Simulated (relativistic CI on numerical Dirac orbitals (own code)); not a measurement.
Method of calculation: Dirac-Coulomb-Breit CI, KLI orbitals optimised for each configuration, model QED, unscaled Slater integrals (own radial code, finite nucleus).

The strongest absorption lines from the ground level of an ion, among the configurations computed and to levels below about 810 eV (vacuum wavelength in nm, gf): 2.5403 (0.017), 2.6395 (0.0049), 2.6508 (0.0046), 2.7776 (0.0045), 3.0630 (0.64).

Problem. Which ion is it?
A. Tm XLVIII
B. Tb XLIV
C. Ta LII
D. Tl LX

Solution. C. Ta LII has 22 electrons and the ground level 3s2 3p6 3d4 3P_0; the strongest line goes to 3s2 3p5 3d5 3D°_1. The pattern of lines fixes the number of electrons, and along that sequence the line energies rise steadily with the charge (about as its square where n changes within one kind of shell, about linearly where n is kept but much faster in heavy ions where fine structure, which grows about as Z⁴, sets the gap, and irregularly where shells cross), which fixes Z. Configurations outside the model, such as inner-shell arrays, can give stronger lines. At this charge energies of transitions that change n are usually good to better than 1 %, and those within a shell (Δn = 0) to a few per cent.

LS names give the leading component of a level, which can be under half, so a name can repeat, a term be missing and a line seem to break the LS rules.
